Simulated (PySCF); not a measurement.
Input of a run (PBE0-D3(BJ)/def2-SVP geometry optimisation, gas phase (PySCF 2.14.0)), started from GFN2-xTB:
```
{"job": {"xc": "PBE0", "basis": "def2-SVP", "d3": "d3bj", "grid": 1, "maxiter": 30, "shake": 0.01, "kind": "geom"}, "charge": 0, "multiplicity": 1}
Si     1.442780    -0.286920     0.176480
S      0.051890     1.294360     0.821800
Ga    -1.755890     0.421880    -0.119050
H      1.367760    -0.384160    -1.290920
H      2.702790     0.242040     0.621000
H      1.031700    -1.513810     0.818040
H     -1.661270    -0.893540    -0.975210
H     -3.124620     1.101000     0.050870
```

Output (energies in Eh, forces in Eh/bohr):
```
step   0  E = -2614.59919668  max force = 0.025988
step   1  E = -2614.60449604  max force = 0.004737
step   2  E = -2614.60463386  max force = 0.001102
step   3  E = -2614.60464969  max force = 0.000675
step   4  E = -2614.60464749  max force = 0.000519
step   5  E = -2614.60464870  max force = 0.000243
optimisation converged
```

Task: Summarise the run.

Result: The energy falls by 14.3 kJ/mol over 6 energy and gradient evaluations, the largest force component goes from 0.0260 to 2.4e-04 Eh/bohr, and the atoms move by 0.095 Å rms after alignment. The bond that changes most is Si1–H5 (SiH3 silicon to Si–H hydrogen), which lengthens by 0.054 Å. Bonds longer at the end by more than 0.005 Å: 4 of 7; shorter: 3. Among the angles that change most is H7–Ga3–H8, from 118.9° to 127.4°. The energy rose by more than 1e-6 Eh at step 4. The first step brought 97 % of the lowering.

Task: What are the final bond lengths?

Result: Si1–S2 2.153 Å, S2–Ga3 2.210 Å, Si1–H4 1.493 Å, Si1–H5 1.491 Å, Si1–H6 1.493 Å, Ga3–H7 1.565 Å, Ga3–H8 1.560 Å. Numbering counts from 1 in the input's order; the species is `[SiH3][S][GaH2]`.

The run used 93 basis functions and 37 SCF cycles in all.

Stationary, but not proved a minimum. One conformer, not necessarily the lowest.
